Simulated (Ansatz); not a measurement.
`[AlH2][S][SnH3]` + `OCF` → `FC[O][SnH3]` + `[AlH2][SH]` at 298.15 K and 1 bar (ligand exchange at the Sn–S bond).

Gas-phase electronic energies from Ansatz, PBE0-D4/def2-TZVP geometries. CBS: MP2 limit from def2 TZ/QZ plus the TZ coupled-cluster correction, frozen cores. This one scheme is used for every species. Elements past krypton have def2 core potentials. For Sn outer-core shells are correlated without core-valence functions, which leaves a few kJ/mol of doubt a bond. Each species was taken in one conformer, which may not be the lowest.

```
          species  CCSD(T)/CBS energy (Eh)  H − E (kJ/mol)  S (J/(mol·K))
`[AlH2][S][SnH3]`               -856.85532           115.3          355.3
            `OCF`               -214.81254           130.4          256.5
    `FC[O][SnH3]`               -430.03212           163.3          340.7
     `[AlH2][SH]`               -641.61836            72.6          268.0
```

H − E and S are ideal-gas, rigid-rotor, harmonic terms from PBE0-D4/def2-TZVP, for one conformer and one mirror image of each species. 1 Eh = 2625.50 kJ/mol, R = 8.31446 J/(mol·K).

Question: By hand: ΔE, ΔH, ΔS and ΔG.

Answer: ΔE = (-430.03212) + (-641.61836) − (-856.85532) − (-214.81254) = 0.01738 Eh = 45.6 kJ/mol. Δ(H − E) = 163.3 + 72.6 − 115.3 − 130.4 = -9.8, so ΔH = 35.8 kJ/mol. ΔS = 340.7 + 268.0 − 355.3 − 256.5 = -3.1 J/(mol·K). ΔG = 35.8 − 298.15 × (-3.1)/1000 = 36.7 kJ/mol.

Question: By hand: the equilibrium constant, and the temperature at which ΔG would vanish if ΔH and ΔS stayed fixed.

Answer: log₁₀ K = −ΔG/(RT ln 10) = -6.4. ΔH and −TΔS have one sign here, so there is no such temperature. One of them is within its doubt of zero, so this could turn.

The number of gas molecules stays the same, so ΔS is small and ΔH decides. A doubt of 5 kJ/mol in ΔE shifts log₁₀ K by 0.9 here. Other conformers and mirror images would add mixing entropy, several J/(mol·K) or more a flexible species. Modes under 60 cm⁻¹, often nearly free rotors, make the harmonic entropy too high. These are equilibria of isolated gas molecules and say nothing of rates. Largest T1 diagnostic: 0.013 (customary marks: 0.02 for closed shells, 0.045 for open ones).
